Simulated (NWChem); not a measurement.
C₃H₁₀Si; SMILES C[SiH](C)C

```xyz
14

Si     0.0000     0.0000     0.3777
C     -1.7019     0.5401    -0.2230
C      1.3187     1.2039    -0.2230
C      0.3832    -1.7440    -0.2230
H      0.0000     0.0000     1.8793
H     -1.7452     0.5538    -1.3241
H     -2.4865    -0.1443     0.1365
H     -1.9480     1.5517     0.1365
H      2.3178     0.9112     0.1365
H      1.3522     1.2345    -1.3241
H      1.1183     2.2255     0.1365
H      0.3930    -1.7883    -1.3241
H     -0.3698    -2.4629     0.1365
H      1.3682    -2.0812     0.1365
```
Atoms are numbered in this order, from 1.

All runs: NWChem. Pople sets run with spherical d functions. Coordinates come from a PBE0/def2-SVP optimisation. No frequency run checked for a minimum.

For level TPSSh/6-31G*:

```
Item                         Value
---------------------------  -----
highest occupied level (eV)  -7.68
orbital gap (eV)              9.78
```

Question: Estimate the same quantities for level PBE0/6-31G*.

Answer: The highest occupied level (eV) is -8.36 and the orbital gap (eV) comes out as 10.76.
